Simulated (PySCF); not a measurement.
An unknown is described by computed data only.

Formula: C3H9NO3SSi.

| Item | Value |
| --- | --- |
| Triplet | lowest triplet excitation (Tamm–Dancoff): 5.67 eV [TDA CAM-B3LYP/def2-SVPD] |
| NMR, other nuclei | isotropic shieldings of nuclei other than C and H, by class: 243 (1 N), 76 (1 O), 91 (1 O), 123 (1 O), 373 (1 Si), 154 (1 S) ppm [GIAO PBE0/pcSseg-1] |
| UV, first state | lowest singlet excitation: 5.98 eV (207 nm, f = 0.006) [TDDFT CAM-B3LYP/def2-SVPD] |
| Rotational structure | rotational constants A, B, C: 2.147, 0.979, 0.842 GHz [PBE0-D3(BJ)/def2-SVP] |
| UV, strongest line | among the 10 lowest singlet transitions: S8 at 7.98 eV (155 nm, f = 0.052) [TDDFT CAM-B3LYP/def2-SVPD] |
| 13C NMR | chemical shifts (computed TMS as zero) by class: 56.0 (1 C), 46.1 (1 C), 30.8 (1 C) ppm [GIAO PBE0/pcSseg-1] |
| 1H NMR | chemical shifts (computed TMS as zero) by class: 5.16 (1 H), 4.92 (1 H), 4.27 (1 H), 3.63 (1 H), 3.05 (1 H), 2.82 (1 H), 2.48 (1 H), 1.93 (1 H), -0.02 (1 H) ppm [GIAO PBE0/pcSseg-1] |
| Dipole | 3.77 D [CAM-B3LYP/def2-SVPD] |
| Valence photoelectron | vertical ionisation energy: 9.14 eV [ΔSCF CAM-B3LYP/def2-SVPD] |
| Polarisability | 94.7 au [CAM-B3LYP/def2-SVPD] |

Electronic properties: PySCF, gas phase, density fitting. Levels stand in brackets. One conformer (not necessarily the lowest) at the PBE0-D3(BJ)/def2-SVP geometry, without solvent, vibrations or thermal averaging. Each NMR value is the plain mean over a class of atoms that symmetry, rotation or inversion makes alike.

Problem. Give a SMILES that accounts for the data.

Solution. Numbering: `[O:1]=[S:2](=[O:3])([OH:4])[C@@H:5]1[CH2:6][CH2:7][NH:8][SiH2:9]1`. 3 carbons fall into 3 classes; from least to most shielded: ring sp3 carbon bound to sulfur [C5] (56.0 ppm), ring sp3 carbon bound to nitrogen [C7] (46.1 ppm), ring CH2 carbon [C6] (30.8 ppm). Hydrogen classes from least to most shielded: 1 H on an SiH2 silicon, Si9 (5.16 ppm), 1 H on an SiH2 silicon, Si9 (4.92 ppm), 1 H on a hydroxyl oxygen, O4 (4.27 ppm), 1 H on an sp3 carbon bound to nitrogen, C7 (3.63 ppm), 1 H on an sp3 carbon bound to nitrogen, C7 (3.05 ppm), 1 H on an sp3 carbon bound to sulfur, C5 (2.82 ppm), 1 H on a ring CH2 carbon, C6 (2.48 ppm), 1 H on a ring CH2 carbon, C6 (1.93 ppm), 1 H on a silicon-bound nitrogen, N8 (-0.02 ppm). The other shieldings belong to: 243 ppm, silicon-bound nitrogen [N8]; 76 ppm, sulfonyl oxygen [O3]; 91 ppm, sulfonyl oxygen [O1]; 123 ppm, hydroxyl oxygen [O4]; 373 ppm, SiH2 silicon [Si9]; 154 ppm, sulfonyl sulfur [S2]. The first electron is taken from the HOMO, whose largest Löwdin shares are 0.55 on the silicon-bound nitrogen, 0.12 on the sp3 carbon bound to nitrogen, 0.10 on the SiH2 silicon and 0.06 on a methylene hydrogen. The optimised geometry has point group C1 and is an asymmetric top. Structure: `O=S(=O)(O)[C@@H]1CCN[SiH2]1`. The assignments are read from this structure; whether some other isomer fits the data as well wasn't checked. The mirror image fits equally.
